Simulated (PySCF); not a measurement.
A small calculation by hand: oscillator strength and radiative lifetime

5-(5-fluoropyrimidin-2-yl)thiophene-2-carbaldehyde (C9H5FN2OS), SMILES O=Cc1ccc(-c2ncc(F)cn2)s1.

The structure is a stationary point at B3LYP-D3(BJ)/def2-SVP. Other conformers were not sampled.

TDA-B3LYP/def2-SVP run with PySCF puts the first singlet state with f over 0.02 at 4.25 eV (vertical), with the transition dipole (-0.191, -2.484, 0.000) in atomic units.

Question: Find the oscillator strength, the wavelength and the radiative lifetime that this transition would have in vacuum if emission retraced absorption.

Answer: 
|μ|² = 6.2067 au, so |μ| = 6.33 D. ΔE = 4.25/27.211 = 0.1562 hartree. f = (2/3) ΔE |μ|² = 0.646 (the program prints 0.647).
λ = 1239.84/4.25 = 292 nm; ν = 34279 cm⁻¹.
Einstein's coefficient A = 0.6670 ν² f s⁻¹ (ν in cm⁻¹) = 5.1e8 s⁻¹, so τ = 1/A = 2.0 ns. This state is S4; the lower singlets have f = 0.000, 0.000, 0.005. The figure is the radiative limit of this one transition; relaxation, internal conversion, crossing to triplets and a medium change what is measured.
